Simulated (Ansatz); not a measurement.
A structure relaxed at PBE0-D4/def2-TZVP, charge 0, multiplicity 1:

Cartesian coordinates in Å:
```
S 1.193 2.230 -0.399
Si -0.285 0.793 0.115
Si -0.113 -1.198 -0.941
P 0.486 -1.017 1.257
H 1.433 2.627 0.864
H -1.582 1.348 0.569
H -1.298 -2.033 -1.242
H 1.022 -1.426 -1.863
H -0.854 -1.323 1.640
```

Give its formula and SMILES.

H5PSSi2, `S[SiH]1[SiH2]P1`.

Summarise the bond lengths by kind.

1 × S–Si 2.125 Å; 1 × H–S 1.346 Å; 1 × Si–Si 2.259 Å; 2 × P–Si 2.275 to 2.285 Å; 3 × H–Si 1.480 to 1.482 Å; 1 × H–P 1.426 Å.

Program: Ansatz 0.2.0.
